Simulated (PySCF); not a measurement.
Species: C5H9O2 (doublet state).
Numbering: `[CH3:1][O:2][C@@:3]1([CH2:4][OH:5])[CH:6][CH2:7]1` (hydrogens: H8, H9, H10 on C1; H11, H12 on C4; H13 on O5; H14 on C6; H15, H16 on C7)

Structure used (GFN2-xTB), in Å, numbered top down from 1:
```
atom  x, y, z in Å
C1     2.0050   -0.6453    0.2689
O2     0.6485   -0.9935    0.1687
C3    -0.2554    0.0802    0.1433
C4    -1.6613   -0.4944    0.2748
O5    -2.0130   -1.2431   -0.8594
C6     0.0616    1.4039    0.6819
C7    -0.0121    1.2798   -0.7776
H8     2.1356    0.1588    1.0035
H9     2.4121   -0.3152   -0.6933
H10    2.5310   -1.5426    0.5906
H11   -2.3940    0.3110    0.3519
H12   -1.7071   -1.1132    1.1826
H13   -1.3163   -1.8945   -1.0048
H14   -0.5149    2.0302    1.3315
H15    0.9063    1.2580   -1.3483
H16   -0.8336    1.7288   -1.3255
```

The hyperfine couplings belong to this conformer and change with its torsions.

Computed, not measured: UKS B3LYP, pcH-1 on C H O, non-relativistic, mean-field spin-orbit, GIAO in PySCF 2.14.0. The structure is a single GFN2-xTB conformer in the gas phase; no vibrational or solvent corrections. Couplings are sensitive to structure, and on GFN2-xTB geometries they can be far from those on DFT ones. The SCF solution wasn't tested for stability.

Question: What is the g tensor, term by term?

Answer: 
| Δg (ppm) | 1 | 2 | 3 |
| --- | --- | --- | --- |
| relativistic mass correction | -157 | -157 | -157 |
| gauge correction | 33 | 14 | 19 |
| orbital Zeeman/spin–orbit | -144 | 929 | 1266 |
| total | -267 | 786 | 1128 |

So g = 2.00205, 2.00311, 2.00345 and g_iso = 2.00287; the tensor is rhombic: the two nearest values differ by 25 % of g3 − g1. 

Question: How much does each term add to the isotropic shift?

Answer: The orbital-Zeeman/spin–orbit term 684, the mass correction -157 and the gauge correction 22 ppm, for a total of 549 ppm. The orbital-Zeeman/spin–orbit term is the largest in size. The mass correction is the same along every axis, so the anisotropy comes from the other two: their spans along these axes are 20 (gauge) and 1410 ppm (orbital Zeeman/spin–orbit).

Question: What are the electron Larmor frequencies g μB B/h along the three axes at 340 mT?

Answer: 9.5272, 9.5322, 9.5339 GHz for g1, g2 and g3, a range of 6.6 MHz.

Question: At 9.313 GHz, how far is the centre of the isotropic spectrum from where a free electron (g = 2.002319) resonates?

Answer: B = hν/(g μB) with μB/h = 13.99624 MHz/mT gives 332.31 mT for the free electron and 332.22 mT at g_iso, 0.09 mT lower.

Question: In a frozen sample, at which fields do the three g values resonate at 9.5, 34, 94 and 263 GHz (hyperfine left aside), and which band first spreads them over more than twice a line width of 0.5 mT?

Answer: 
| band | GHz | B(g3) mT | B(g2) mT | B(g1) mT | spread mT |
| --- | --- | --- | --- | --- | --- |
| X | 9.5 | 338.79 | 338.85 | 339.03 | 0.24 |
| Q | 34.0 | 1212.52 | 1212.73 | 1213.37 | 0.85 |
| W | 94.0 | 3352.27 | 3352.84 | 3354.60 | 2.34 |
| J | 263.0 | 9379.21 | 9380.81 | 9385.75 | 6.54 |

The spread grows in proportion to the frequency. W band is the first where it exceeds 1.0 mT.

The largest Mulliken spin population is on C6 (+0.93). The angles at C6 add up to 321.3°, so it is pyramidal.

The HOMO–LUMO gaps are 7.52 eV among the α and 4.32 eV among the β orbitals.
